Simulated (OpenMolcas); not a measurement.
# Tc5+: CASPT2 settings compared

- Program: OpenMolcas 26.06
- Basis: ANO-R1 [6s4p3d1f]
- Scalar Hamiltonian: X2C, finite nucleus
- Active space: 2 electrons in 5 orbitals (4d)
- State averaging: 2S+1 = 3 even, 10 roots; 2S+1 = 1 even, 15 roots
- Spin-orbit coupling: RASSI with atomic mean-field integrals over the reference wave functions, term energies averaged over their components

Methods on the same reference wave functions:
A. CASSCF
B. SS-CASPT2, IPEA 0.15 Eh, sigma1 regulariser 0.3 Eh (closed shells correlated: 3d 4s 4p)
C. SS-CASPT2, IPEA 0.75 Eh, sigma2 regulariser 0.5 Eh (closed shells correlated: 3d 4s 4p)
D. XMS-CASPT2, IPEA 0.2 Eh, sigma2 regulariser 0.05 Eh (closed shells correlated: none)

Energies in cm⁻¹ above 4d² ³F₂.

| Level | A | B | C | D |
| --- | --- | --- | --- | --- |
| 4d² ³F₂ | 0.0 | 0.0 | 0.0 | 0.0 |
| 4d² ³F₃ | 2015 | 2060 | 2060 | 2040 |
| 4d² ³F₄ | 4320 | 4350 | 4350 | 4340 |
| 4d² ¹D₂ [74 %] | 14400 | 12070 | 12210 | 13170 |
| 4d² ³P₀ | 15431 | 13100 | 13790 | 14070 |
| 4d² ³P₁ | 16268 | 13970 | 14670 | 14950 |
| 4d² ³P₂ | 18415 | 16100 | 16660 | 17120 |
| 4d² ¹G₄ | 21825 | 20080 | 20010 | 21620 |
| 4d² ¹S₀ | 50746 | 44640 | 44530 | 45030 |

Among B to D the level of the table that moves most is 4d² ¹G₄, by 1600 cm-1 (lowest in C, highest in D). Moves below CASPT2's spread within the term are not significant.

From A to B the spin-free energies of the other terms of 4d² shown, above ³F, scale by factors of 0.81 to 0.91, as is usual when dynamic correlation screens the repulsion within a d or f shell.

The lowest spin-free term lies below A's lowest term by 0.180 hartree in B, 0.171 hartree in C, 0.003 hartree in D.

CASPT2 does not keep the components of a term degenerate, so their means are used; among the terms shown or strongly mixed into the levels shown the widest spread is 510 cm-1 (4d² ¹G, B). The basis is small and was not contracted for so high a charge. Without dynamic correlation excited terms often stand tens of per cent too high (terms of higher spin than the ground term too low), and those without a measured partner can miss by more than the paired ones (holds for A). Only configurations of the active space appear.

A share in square brackets marks a mixed level and gives the weight of the term that names it, the lowest over the columns.
